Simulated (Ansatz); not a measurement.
Diatomic LuGe, multiplicity 4 (lowest of 2S+1 = 2, 4 at PBE0/def2-TZVPP; our sources give no spin for the ground state, which may be another). No spin–orbit coupling. Ge is treated without relativity.

Constants: fifth-degree fit in 1/R to seven points, most abundant isotopes. Runs in def2 and cc sets follow the lowest solution found near the PBE0 minimum.

The values were computed with Ansatz (Gaussian basis) for Hartree–Fock, density functionals and correlated methods. Values without a source in brackets are computed. In def2 rows elements past Kr take small-core potentials, without spin–orbit coupling.

Question: What bond length and harmonic frequency does SVWN5/def2-TZVPP give?

Answer: r_e = 2.652 Å, ω_e = 197 cm⁻¹.

Question: What bond length and harmonic frequency does CAM-B3LYP/def2-TZVPP give?

Answer: r_e = 2.719 Å, ω_e = 185 cm⁻¹.

Question: What bond length and harmonic frequency does wB97M-V/def2-TZVPP give?

Answer: r_e = 2.728 Å, ω_e = 183 cm⁻¹.

Ansatz is a first-principles code.
